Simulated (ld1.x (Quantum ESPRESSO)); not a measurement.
Transferability test, PAW potential for carbon

ld1.x (Quantum ESPRESSO) 7.5 input, shortened:

```
&input
   title='C', zed=6., rel=0, dft='PBE', iswitch=3,
   config='[He] 2s1.5 2p2.5 3d-2'
 /
 &inputp
   pseudotype=3, lpaw=.true., tm=.true., lloc=2,
   nlcc=.true., new_core_ps=.true.,
   which_augfun='PSQ', rmatch_augfun_nc=.true.
 /
5
2S  1  0   1.50   0.00  1.15  1.35  0.0
2S  1  0   0.00   0.10  1.15  1.35  0.0
2P  2  1   2.50   0.00  2.25  2.95  0.0
2P  2  1   0.00   2.50  2.25  2.95  0.0
3D  3  2  -2.00   0.40  3.50  3.50  0.0
 &test
   configts(1)='2s1.5 2p2.5'
 /
```

Energies are relative to the spin-unpolarised reference configuration 2s1.5 2p2.5; without spin polarisation the order of configurations can differ from experiment.

```
valence configuration  charge  ΔE all-electron (eV)  error AE − PS (meV)
              2s2 2p2       0                -4.229                 -0.2
              2s2 2p1      +1                 6.637                  -24
              2s2 2p0      +2                30.796                 -3.2
              2s1 2p2      +1                15.373                  -44
              2s0 2p4       0                12.716                 -1.8
              2s1 2p0      +3                78.969                  +12
              2s1 2p3       0                 4.234                 -0.2
```

Levels in the configuration 2s1 2p0:

```
level  all-electron (eV)  pseudo (eV)
   2s            -56.080      -56.070
```
